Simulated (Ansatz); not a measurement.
Geometry optimisation, Ansatz 0.2.0, RKS BLYP-D4/def2-SVP.

The input (input.yaml):

```yaml
crystal:
  periodic: [false, false, false]
  atoms:
    - { symbol: Sn, position_ang: [-0.908873, 0.145786, 0.344725] }
    - { symbol: H, position_ang: [1.669392, -0.267263, 1.711926] }
    - { symbol: O, position_ang: [2.177363, 0.008397, 0.904118] }
    - { symbol: H, position_ang: [2.288871, -0.839635, 0.424628] }
    - { symbol: H, position_ang: [-0.79759, 1.266645, -1.064321] }
    - { symbol: H, position_ang: [-0.528163, -1.266029, -0.734675] }
basis:
  gaussian: { orbitals: def2-SVP }
hamiltonian:
  xc: blyp
  dispersion: d4
relax:
  f_tol: 0.03
  max_steps: 50
```

Launched with:

```bash
$ ansatz run input.yaml --threads 1 --pin off --max-ram 2048MiB --backend cpu --events-out ev --progress --plain --runs-dir out
```

Question: Where does it end, and by what steps?

Answer: The run converged. The force dipped under the threshold on the way, but the program's further checks kept it going. After 21 steps the energy has fallen by 0.361 eV; H4 moved furthest, 1.17 Å.

```
step  energy less start (eV)  largest force component (eV/Å)  accepted
   0                  0.0000                           0.886       yes
   1                 -0.1230                           1.402       yes
   2                 -0.1864                           1.792       yes
   3                 -0.2791                           0.940       yes
   4                 -0.3094                           0.478       yes
   5                 -0.3261                           0.176       yes
   6                 -0.3349                           0.107       yes
   7                 -0.3408                           0.023       yes
   8                 -0.3078                           1.307        no
   9                 -0.3419                           0.045       yes
  10                 -0.3421                           0.381       yes
  11                 -0.3492                           0.032       yes
  12                 -0.3528                           0.021       yes
  13                 -0.3163                           1.340        no
  14                 -0.3545                           0.042       yes
  15                 -0.3507                           0.490        no
  16                 -0.3568                           0.018       yes
  17                 -0.3581                           0.106       yes
  18                 -0.3586                           0.173       yes
  19                 -0.3576                           0.282        no
  20                 -0.3599                           0.066       yes
  21                 -0.3609                           0.013       yes
```

```xyz
6
Properties=species:S:1:pos:R:3
Sn -0.822 0.254 0.383
H 1.699 -0.915 1.175
O 1.574 0.054 1.094
H 1.966 0.262 0.218
H 0.010 0.860 -1.127
H -0.525 -1.467 -0.157
```

Whether the end is a true minimum wasn't checked by a vibrational analysis.

Time of the run: 14 s on 1 thread of Intel(R) Xeon(R) 6975P-C (Granite Rapids) (shared host), peak memory 0.12 GiB.
